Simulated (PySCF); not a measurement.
This PySCF input asks for the NMR shieldings of `C=C[Si@@H](Cl)[SiH2]N([SiH3])[SiH3]`, C2H12ClNSi4; the geometry comes from GFN2-xTB.

```python
import basis_set_exchange as bse
import numpy as np
from pyscf import gto, dft
from pyscf.prop import nmr

atoms = """
C    -2.735148    0.647980   -0.406110
C    -2.695473   -0.673232   -0.318376
Si   -1.134304   -1.717642   -0.559603
Cl   -1.651201   -3.142012   -1.932058
Si    0.698580   -0.546731   -1.340884
N     1.388157    0.399975   -0.041384
Si    0.995837    2.080380    0.200505
Si    2.399742   -0.429088    1.111808
H    -1.850509    1.231154   -0.613367
H    -3.646350    1.212154   -0.272056
H    -3.620984   -1.200208   -0.108665
H    -0.980907   -2.478404    0.695553
H     0.378991    0.401490   -2.417162
H     1.783452   -1.402346   -1.848131
H     2.216265    2.803086    0.552558
H     0.447329    2.590367   -1.054092
H    -0.000558    2.192790    1.271564
H     3.600752   -0.912021    0.425875
H     1.651737   -1.564782    1.664522
H     2.749445    0.517766    2.167076
"""
names = dict.fromkeys(["C", "Si", "Cl", "N", "H"], "pcSseg-1")
basis = {el: gto.basis.parse(bse.get_basis(n, elements=[el], fmt="nwchem")) for el, n in names.items()}
mol = gto.M(atom=atoms, basis=basis, charge=0, verbose=0)
mf = dft.RKS(mol, xc="PBE0")
mf.grids.level = 2
mf.grids.alignment = dft.numint.BLKSIZE   # the property module wants whole blocks of grid points
mf.conv_tol = 1e-9
mf.kernel()

calc = nmr.RKS(mf)   # GIAO
C = mf.mo_coeff
Co = C[:, mf.mo_occ > 0]
resp = mf.gen_response(singlet=True, hermi=2)
def vind(x):   # induced exchange potential for any number of trial vectors
    d = np.einsum("pi,xij,qj->xpq", C, 2 * x.reshape(-1, C.shape[1], Co.shape[1]), Co, optimize=True)
    return np.einsum("xpq,pi,qj->xij", resp(d - d.transpose(0, 2, 1)), C, Co, optimize=True).ravel()
mo1, _ = nmr.rhf.solve_mo1(calc, with_cphf=vind)
sigma = calc.kernel(mo1)
for i, s in enumerate(sigma):   # ppm
    w = np.linalg.eigvalsh((s + s.T) / 2)
    print("%2d %-2s iso %8.1f  s11 %8.1f  s22 %8.1f  s33 %8.1f" % (i, mol.atom_pure_symbol(i), w.mean(), *w))
```

Question: What are the results?

Answer: 
```
 0 C  iso     43.9  s11    -77.2  s22     46.6  s33    162.4
 1 C  iso     39.2  s11    -79.5  s22     32.8  s33    164.5
 2 Si iso    372.9  s11    335.8  s22    375.6  s33    407.3
 3 Cl iso   1005.7  s11    932.0  s22   1007.0  s33   1078.1
 4 Si iso    388.5  s11    341.4  s22    353.0  s33    471.1
 5 N  iso    287.2  s11    274.9  s22    292.4  s33    294.4
 6 Si iso    388.5  s11    331.4  s22    369.1  s33    465.0
 7 Si iso    396.4  s11    354.3  s22    367.2  s33    467.7
 8 H  iso     25.4  s11     23.1  s22     24.6  s33     28.5
 9 H  iso     25.2  s11     23.1  s22     24.2  s33     28.3
10 H  iso     24.8  s11     22.7  s22     24.2  s33     27.6
11 H  iso     25.9  s11     22.2  s22     25.1  s33     30.3
12 H  iso     26.5  s11     23.4  s22     26.0  s33     30.1
13 H  iso     26.5  s11     22.6  s22     26.0  s33     31.0
14 H  iso     26.9  s11     23.0  s22     25.1  s33     32.5
15 H  iso     26.9  s11     23.8  s22     25.7  s33     31.3
16 H  iso     26.9  s11     23.5  s22     25.1  s33     32.2
17 H  iso     26.9  s11     23.5  s22     24.7  s33     32.7
18 H  iso     26.9  s11     22.7  s22     26.4  s33     31.6
19 H  iso     27.0  s11     23.2  s22     25.8  s33     32.1
```

These numbers come from an equivalent density-fitted implementation of the same equations, which agrees with the script to about 0.01 ppm for H and up to a few tenths of a ppm for heavy atoms, so last digits may differ.

Size and cost of the density-fitted run: 231 basis functions, 96 s wall time on 1 thread of an Arm Neoverse N1, shared host; peak memory 1.1 GiB.
